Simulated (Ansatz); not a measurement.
`C[N]=[Mo]([NH2])(=[O])[F]` at its PBE0-D4/def2-TZVP geometry, where that method's forces vanish. The species carries charge 0 and has multiplicity 1. Mo takes the def2 core potential.

| atom | x (Å) | y (Å) | z (Å) |
| --- | --- | --- | --- |
| C1 | -0.789 | 1.874 | -0.157 |
| N2 | -0.292 | 0.571 | -0.420 |
| Mo3 | -0.211 | -1.119 | -0.097 |
| N4 | 1.648 | -1.459 | 0.289 |
| O5 | -1.157 | -1.481 | 1.245 |
| F6 | -0.791 | -2.056 | -1.607 |
| H7 | 0.047 | 2.557 | 0.029 |
| H8 | -1.452 | 1.887 | 0.715 |
| H9 | -1.337 | 2.250 | -1.027 |
| H10 | 1.934 | -2.221 | 0.887 |
| H11 | 2.399 | -0.804 | 0.142 |

(1) For each bond, give half the difference of the two atoms' forces along it (eV/Å; positive pushes the atoms apart) under PBE-D4, r2SCAN-D4, B3LYP-D4, ωB97M-V in def2-TZVPP. (Best estimate.)

Answers

(1) Computed: 
```json
{"bond": "C1–N2", "length (Å)": "1.419", "PBE-D4": "-0.35", "r2SCAN-D4": "-0.13", "B3LYP-D4": "0.04", "ωB97M-V": "0.61"}
{"bond": "C1–H7", "length (Å)": "1.095", "PBE-D4": "0.12", "r2SCAN-D4": "-0.02", "B3LYP-D4": "-0.07", "ωB97M-V": "-0.15"}
{"bond": "C1–H8", "length (Å)": "1.096", "PBE-D4": "0.13", "r2SCAN-D4": "-0.02", "B3LYP-D4": "-0.07", "ωB97M-V": "-0.14"}
{"bond": "C1–H9", "length (Å)": "1.095", "PBE-D4": "0.12", "r2SCAN-D4": "-0.03", "B3LYP-D4": "-0.08", "ωB97M-V": "-0.15"}
{"bond": "N2–Mo3", "length (Å)": "1.722", "PBE-D4": "0.63", "r2SCAN-D4": "0.39", "B3LYP-D4": "0.20", "ωB97M-V": "-0.51"}
{"bond": "Mo3–N4", "length (Å)": "1.928", "PBE-D4": "-0.15", "r2SCAN-D4": "0.01", "B3LYP-D4": "0.13", "ωB97M-V": "0.20"}
{"bond": "Mo3–O5", "length (Å)": "1.681", "PBE-D4": "0.92", "r2SCAN-D4": "0.50", "B3LYP-D4": "0.41", "ωB97M-V": "-0.29"}
{"bond": "Mo3–F6", "length (Å)": "1.870", "PBE-D4": "-0.01", "r2SCAN-D4": "-0.13", "B3LYP-D4": "0.10", "ωB97M-V": "0.19"}
{"bond": "N4–H10", "length (Å)": "1.010", "PBE-D4": "0.15", "r2SCAN-D4": "-0.03", "B3LYP-D4": "-0.09", "ωB97M-V": "-0.06"}
{"bond": "N4–H11", "length (Å)": "1.008", "PBE-D4": "0.14", "r2SCAN-D4": "-0.04", "B3LYP-D4": "-0.09", "ωB97M-V": "-0.03"}
```

B3LYP here is the variant with VWN-RPA as its local correlation; programs differ in this.
